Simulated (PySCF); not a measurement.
C₃H₇BO₂, SMILES C[C@@H]1COB1O.

Geometry: B3LYP-D3(BJ)/def2-SVP. The structure was generated by enumeration; whether it is a known compound was not checked. The values are those of a single conformer.

Two levels are set side by side: TDA-PBE/def2-SVPD (PySCF) and TDA-CAM-B3LYP/def2-SVPD (PySCF). Vertical, same geometry. The lowest singlet is HOMO→LUMO 99 % with PBE and HOMO→LUMO 88 % with the other functional; states are paired by order. Differences are taken from unrounded values.

| quantity | TDA-CAM-B3LYP | TDA-PBE | TDA-PBE minus TDA-CAM-B3LYP |
|---|---|---|---|
| lowest singlet excitation (eV) | 7.27 | 6.14 | -1.13 |
| lowest triplet excitation (TDA) (eV) | 6.92 | 5.99 | -0.93 |

A lower first singlet is the usual sign of a functional without exact exchange. Differences between two approximate levels are no errors against the true value.

Rough cost on one machine, each run with all the roots and properties that it gave: TDA-CAM-B3LYP against TDA-PBE about 4 times.
